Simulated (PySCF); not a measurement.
Compound: C7H9Cl.
Numbering: `[Cl:1][CH2:2][C@@:3]12[CH2:4][CH:5]=[CH:6][C@@H:7]1[CH2:8]2`

Geometry (GFN2-xTB, Å), atoms numbered from 1 in this order:
```xyz
17
C7H9Cl angstrom
Cl    -2.4411    1.5591   -1.2830
C     -1.7854    0.7504    0.1815
C     -0.4557    0.1331   -0.1141
C      0.7334    1.0532   -0.3526
C      1.8871    0.3069    0.2545
C      1.5132   -0.8305    0.8255
C      0.0647   -1.0725    0.6476
C     -0.3814   -1.2052   -0.7855
H     -2.5212    0.0023    0.4755
H     -1.7130    1.5226    0.9484
H      0.5921    2.0206    0.1370
H      0.8932    1.2456   -1.4155
H      2.8889    0.6978    0.2125
H      2.1498   -1.5226    1.3483
H     -0.4958   -1.5675    1.4267
H     -1.3097   -1.7227   -0.9755
H      0.3740   -1.3587   -1.5412
```

NICS is the negative of the GIAO shielding at a point without a nucleus: at the ring centre (0) and 1 Å above and below it (1); zz is the component along the ring normal. Level: GIAO PBE0/pcSseg-1 (PySCF, non-relativistic, gas phase) on the GFN2-xTB geometry, one conformer.

Ring bond lengths (Å), with Mayer bond orders in brackets: C3–C4 1.522 (0.99), C4–C5 1.502 (1.03), C5–C6 1.327 (1.84), C6–C7 1.479 (1.02), C7–C3 1.518 (0.91); C3–C7 1.518 (0.91), C7–C8 1.507 (0.91), C8–C3 1.499 (0.91).

**Question.** Give the NICS values of each ring in ppm.

**Answer.** 
```tsv
ring	type	NICS(0)	NICS(1), two faces	NICS(1)zz, two faces	rms pucker (Å)	centre to ring atoms, mean (Å)
C3–C4–C5–C6–C7	5-membered carbocycle; formal bonds 1 double, 4 single	-5.5	-2.5 / -5.8	-1.9 / -2.9	0.01	1.25
C3–C7–C8	3-membered carbocycle; formal bonds all single	-42.6	-8.3 / -7.5	-20.9 / -20.1	0.00	0.87
```

**Question.** What can be read from them?

**Answer.** 
- C3–C4–C5–C6–C7: mean NICS(1)zz -2.4 ppm, near zero. C3, C4, C7 have four or more neighbours, and the NICS criterion for π rings isn't applied.
- C3–C7–C8: mean NICS(1)zz -20.5 ppm, shielded. C3, C7, C8 have four or more neighbours, and the NICS criterion for π rings isn't applied. NICS(0) lies 35 ppm below the mean NICS(1).

**Question.** What field does 1 T along the ring normal induce along that normal at the first NICS(1) probe listed for ring C3–C7–C8, 1 Å off the ring?

**Answer.** NICSzz × B0 = -20.9 ppm × 1 T = -21 μT, against the applied field.

**Question.** List the ring angles and the Hirshfeld charges of the ring atoms.

**Answer.** 
- C3–C4–C5–C6–C7: C3 106.9° (+0.001 e), C4 103.7° (-0.072 e), C5 112.6° (-0.050 e), C6 111.4° (-0.051 e), C7 105.4° (-0.044 e); sum 539.9° against 540° for a flat convex ring.
- C3–C7–C8: C3 59.9° (+0.001 e), C7 59.4° (-0.044 e), C8 60.7° (-0.090 e); sum 180.0° against 180° for a flat convex ring.
